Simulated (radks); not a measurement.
Initial-state core-level shifts of neutral technetium when its valence configuration changes from [Kr] 4d5 5s2. All-electron calculation, scalar-relativistic Kohn-Sham, BLYP, spin-unpolarised, spherical densities, finite nucleus; Fermi nuclear charge, rms radius 4.4112 fm. Program: a radial shooting solver on a logarithmic mesh with Libxc functionals. Shifts are changes of the shell-averaged eigenvalues in eV (positive: less bound); the change of the density at the nucleus, which sets a Mossbauer isomer shift, is in e/bohr^3, on a base of 1.023e+05.

valence               2p       3s       4s       4p  density at nucleus
4d3 5s2 5p2      -11.108  -10.887   -9.866   -9.437              +17.84
4d6 5s1           +3.254   +3.210   +2.974   +2.832              -16.90
4d5 5s1.5 5p0.5   -0.749   -0.756   -0.765   -0.766               -5.96
4d7               +5.742   +5.687   +5.336   +5.094              -29.53
4d6.5 5p0.5       +3.869   +3.806   +3.475   +3.269              -29.24
4d5 5s1 5p1       -1.438   -1.453   -1.469   -1.470              -12.47
4d1 5s2 5p4      -23.778  -23.067  -20.108  -19.091              +38.80
4d4 5s2 5p1       -5.354   -5.275   -4.875   -4.686               +8.49
4d3 5s1 5p3      -12.297  -12.088  -11.038  -10.595               -0.66
